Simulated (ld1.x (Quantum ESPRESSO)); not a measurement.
Pseudopotential generation for strontium (Sr): TM semilocal, LDA (PZ), scalar-relativistic.

Input for ld1.x (Quantum ESPRESSO) 7.5:

```
&input
   title='Sr', zed=38., rel=1, dft='PZ', iswitch=3,
   config='[Kr] 4d0 5s2 5p0',
   nld=3, rlderiv=4.20, eminld=-4.0, emaxld=5.0, deld=0.02
 /
 &inputp
   pseudotype=1, tm=.true., lloc=0,
   nlcc=.true., rcore=1.80,
   file_pseudopw='Sr.pp', file_wfcaegen='ae.wfc', file_wfcncgen='nc.wfc'
 /
3
4P  2  1   6.00   0.00  2.30  2.30  0.0
4D  3  2   0.00   0.00  2.15  2.15  0.0
5S  1  0   2.00   0.00  3.85  3.85  0.0
 &test
   configts(1)='4p6 4d0 5s2 5p0'
 /
```

Command:

```bash
ld1.x < Sr.in > Sr.out
```

Output (shortened: banner, matrices, multipoles, cross overlaps and the repeated all-electron block are left out):

```
Program LD1 v.7.5
     --------------------------- All-electron run ----------------------------

     Sr
     scalar relativistic calculation

     atomic number is 38.00
     dft =PZ   lsd =0 sic =0 latt =0  beta=0.20 tr2=1.0E-14
     Exchange-correlation= PZ
                           (   1   1   0   0   0   0   0)
     mesh =1221 r(mesh) = 100.72700 a.u. xmin = -7.00 dx = 0.01250
     1 Ry =  13.60569312 eV, c = 137.03599908

     n l     nl                  e(Ry)          e(Ha)          e(eV)
     1 0     1S 1( 2.00)     -1169.5780      -584.7890    -15912.9200
     2 0     2S 1( 2.00)      -158.4010       -79.2005     -2155.1551
     2 1     2P 1( 6.00)      -140.8703       -70.4352     -1916.6387
     3 0     3S 1( 2.00)       -24.4531       -12.2266      -332.7019
     3 1     3P 1( 6.00)       -18.7969        -9.3984      -255.7447
     4 0     4S 1( 2.00)        -3.0069        -1.5034       -40.9107
     4 1     4P 1( 6.00)        -1.6798        -0.8399       -22.8544
     3 2     3D 1(10.00)        -9.4247        -4.7124      -128.2301
     4 2     4D 1( 0.00)        -0.1033        -0.0516        -1.4052
     5 0     5S 1( 2.00)        -0.2679        -0.1340        -3.6456
     5 1     5P 1( 0.00)        -0.0970        -0.0485        -1.3204

     final scf error:  7.5E-15 reached in  29 iterations

     Etot =   -6351.628563 Ry,   -3175.814281 Ha,  -86418.309059 eV

     Ekin =    6511.440608 Ry,    3255.720304 Ha,   88592.662697 eV
     Encl =  -15304.397763 Ry,   -7652.198882 Ha, -208226.939399 eV
     Eh   =    2643.716576 Ry,    1321.858288 Ha,   35969.596440 eV
     Exc  =    -202.387984 Ry,    -101.193992 Ha,   -2753.628797 eV

     normalization and overlap integrals

     s(1S/1S) =  1.000000  <r> =   0.0392  <r2> =    0.0021  r(max) =   0.0257
     s(2S/2S) =  1.000000  <r> =   0.1727  <r2> =    0.0352  r(max) =   0.1459
     s(2P/2P) =  1.000000  <r> =   0.1505  <r2> =    0.0277  r(max) =   0.1165
     s(3S/3S) =  1.000000  <r> =   0.4931  <r2> =    0.2792  r(max) =   0.4382
     s(3P/3P) =  1.000000  <r> =   0.4992  <r2> =    0.2911  r(max) =   0.4328
     s(4S/4S) =  1.000000  <r> =   1.3557  <r2> =    2.0925  r(max) =   1.1911
     s(4P/4P) =  1.000000  <r> =   1.5695  <r2> =    2.8460  r(max) =   1.3164
     s(3D/3D) =  1.000000  <r> =   0.4986  <r2> =    0.3033  r(max) =   0.3772
     s(4D/4D) =  1.000000  <r> =   3.4567  <r2> =   15.4589  r(max) =   2.1434
     s(5S/5S) =  1.000000  <r> =   4.2710  <r2> =   20.8157  r(max) =   3.6234
     s(5P/5P) =  1.000000  <r> =   5.8398  <r2> =   39.2658  r(max) =   4.8303

     ------------------------ End of All-electron run ------------------------

     --------------------- Generating NC pseudopotential ---------------------

      Generating local pot.: lloc=0, matching radius rcloc =   3.8500

      Computing core charge for nlcc:

       r > 1.82 : true rho core
       r < 1.82 : rho core = a sin(br)/r    a=   0.97  b=   1.46

      Integrated core pseudo-charge :   1.60

      Wfc   4P  rcut= 2.310  Using Troullier-Martins method

      Wfc   4D  rcut= 2.143  Using Troullier-Martins method

     ------------------- End of pseudopotential generation -------------------

     Computing logarithmic derivative in   4.18365
     Computing logarithmic derivative in   4.18365
     Computing the partial wave expansion
       no projector for channel:   0
     R is outside the sphere for l=    1 j= 0.00
     R is outside the sphere for l=    2 j= 0.00

     ---------------------- Testing the pseudopotential ----------------------

     Sr
     scalar relativistic calculation

     atomic number is 38.00   valence charge is  8.00
     dft =PZ   lsd =0 sic =0 latt =0  beta=0.20 tr2=1.0E-14
     mesh =1221 r(mesh) = 100.72700 xmin = -7.00 dx = 0.01250

     n l     nl             e AE (Ry)        e PS (Ry)    De AE-PS (Ry)
     2 1     4P   1( 6.00)       -1.67977       -1.67977        0.00000
     3 2     4D   1( 0.00)       -0.10328       -0.10327       -0.00000
     1 0     5S   1( 2.00)       -0.26795       -0.26795        0.00000
     3 1     5P   1( 0.00)       -0.09705       -0.09947        0.00242

     eps = 7.0E-15  iter = 16

     Etot =   -6351.628563 Ry,   -3175.814281 Ha,  -86418.309059 eV
     Etotps =   -38.186455 Ry,     -19.093227 Ha,    -519.553184 eV

     Ekin =      14.202263 Ry,       7.101131 Ha,     193.231630 eV
     Encl =     -45.715338 Ry,     -22.857669 Ha,    -621.988863 eV
     Ehrt =      27.884657 Ry,      13.942328 Ha,     379.390085 eV
     Ecxc =      -7.561508 Ry,      -3.780754 Ha,    -102.879553 eV
     (Ecc =      -0.974398 Ry,      -0.487199 Ha,     -13.257354 eV)
     Epseu=     -26.996529 Ry,     -13.498264 Ha,    -367.306484 eV

     ---------------------- End of pseudopotential test ----------------------
```

Generation and configuration tests took about 2.1 s on one core of a shared server CPU.
